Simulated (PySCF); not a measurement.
Working out the ionisation energy of Se⁺

Se⁺ [Ar] 3d10 4s2 4p3 (4S) → Se²⁺ [Ar] 3d10 4s2 4p2 (3P). Computed with PySCF 2.14 in 6-31G* (5s4p3d, 32 functions), with no relativity, point nucleus. Frozen: [Ar] 3d10. Energies in hartree (1 hartree = 27.21139 eV):

```csv
part,Se⁺ (lower),Se²⁺ (upper)
UHF,-2399.210348,-2398.442683
CCSD correlation,-0.071075,-0.061110
(T),-0.000697,-0.000610
```

Q: What does Hartree-Fock give?

A: (-2398.442683) − (-2399.210348) = 0.767665 hartree = 20.889 eV.

Q: What do CCSD and CCSD(T) give?

A: The CCSD correlation energies differ by 0.009965 hartree = 0.271 eV and the triples by 0.000087 hartree = 0.002 eV, so CCSD gives 21.160 eV and CCSD(T) 21.162 eV.

Reference: 21.196 ± 0.01 eV (measured; NIST Atomic Spectra Database, ionization energies), between the lowest levels; spin-orbit coupling is absent from the calculation.

The calculation is non-relativistic.

What remains against the reference includes basis incompleteness, the frozen core and higher excitations.
